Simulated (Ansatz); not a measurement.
The cluster Al₄H₅⁺, relaxed as a singlet with RKS B3LYP-D4/def2-SVP in Ansatz, starting from the GFN1-xTB geometry. Force threshold 0.02 eV/Å.

Another isomer (singlet) lies 0.18 eV lower at PBE0-D4/def2-TZVP; other spin states weren't run for this one.

Start:

```xyz
9

Al   -0.6706    2.0195   -0.2798
Al    0.9603   -0.0776   -0.5538
Al   -2.5879    0.6915    0.7424
Al    1.3209   -2.3160    0.5583
H     0.7885   -1.6451    2.1384
H    -2.2481    1.1878   -1.1928
H    -0.5487   -0.4758    0.0228
H     1.0141    0.4076   -2.0246
H     1.9714    0.2080    0.5890
```

```tsv
step	energy (eV)	largest force component (eV/Å)	SCF passes
1	-26452.9422	1.524	15
2	-26453.6404	0.605	18
3	-26453.9177	0.335	18
4	-26454.0706	0.403	18
5	-26454.1628	0.412	18
6	-26454.3090	0.419	17
7	-26454.4079	0.272	17
8	-26454.4736	0.253	16
9	-26454.4903	0.333	17
10 (rejected)	-26454.4611	0.535	17
11	-26454.5159	0.093	17
13	-26454.5360	0.117	17
15	-26454.5882	0.274	17
17	-26454.6966	0.311	17
19	-26454.7410	0.190	16
21	-26454.7930	0.175	16
23	-26454.9175	0.449	17
25	-26455.2621	0.479	17
27	-26455.4361	0.430	17
29	-26455.4945	0.101	17
31	-26455.5025	0.082	17
33	-26455.5063	0.047	14
35	-26455.5109	0.080	17
37	-26455.5134	0.031	14
39 (rejected)	-26455.5143	0.024	15
41	-26455.5147	0.005	15
```

Force components are those of the run's own axes.

End:

```csv
atom,x (Å),y (Å),z (Å)
Al1,-0.8824,2.2984,-1.2009
Al2,1.0930,-0.2505,-0.7096
Al3,-1.0655,0.1311,0.8044
Al4,0.4775,-1.8878,1.1791
H5,0.6959,-3.1711,2.0577
H6,-1.8979,1.5019,0.3505
H7,-0.6941,-0.1221,-0.9650
H8,1.8027,0.4712,-1.9223
H9,0.4708,1.0289,0.4060
```

Bonds lost: Al1–Al2 (atoms count from 1). Bonds formed: Al3–Al4, Al3–H6, Al3–H9 (atoms count from 1). Metal–metal contacts that move far: Al2–Al3 3.86 to 2.66 Å.

The force fell under the threshold at step 40, but the optimiser went on. No frequencies were taken in this run, so the end may be a saddle point.

It took 39 s on 4 threads of Arm Neoverse V1 on a shared host.
